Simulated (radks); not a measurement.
The numbers below are computed, except where a source is named.
Q: Ir2+, configuration [Xe] 4f14 5d7. Code: a radial shooting solver on a logarithmic mesh with Libxc functionals. Model: Dirac Kohn-Sham, PBEsol, spin-unpolarised, spherical densities, finite nucleus; open shells are shared between the two j in proportion to 2j + 1; Fermi nuclear charge, rms radius 5.4032 fm.

Spin-orbit splittings of the eigenvalues, e(l+1/2) - e(l-1/2), with zeta = 2 splitting/(2l+1) and mean radii in bohr:

shell  occ.  splitting (eV)  zeta (eV)  <r> j=l-1/2  <r> j=l+1/2
2p        6            1627       1084      0.06018      0.06849
3p        6           356.1      237.4       0.1801       0.1954
3d       10           76.99      30.79       0.1705       0.1752
4p        6           84.32      56.21       0.4267       0.4605
4d       10           15.65      6.262       0.4720       0.4833
4f       14           3.121     0.8916       0.5315       0.5392
5p        6               ?          ?        1.065        1.163
5d        7           1.323     0.5291        1.591        1.646

Estimate the 5p splitting.

A: 13.62 eV (zeta = 9.080 eV).
